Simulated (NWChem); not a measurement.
GeF₂, singlet; SMILES [F][Ge][F]

Results from NWChem. Pople sets run with spherical d functions. Low-valent species are run as closed-shell singlets; no triplet was tried in these runs. Coordinates come from a PBE-D3(BJ)/def2-SVP optimisation. Level MN15/6-31G*: energy and gradient on several grids; changes count from the extra-fine grid, which is no exact limit either.

```tsv
grid	size of the energy change (μHa)	largest change of a gradient component (μHa/bohr)
xcoarse	10000	6000
coarse	400	400
medium	< 10	70
fine	< 10	< 30
xfine	< 10	< 30
```
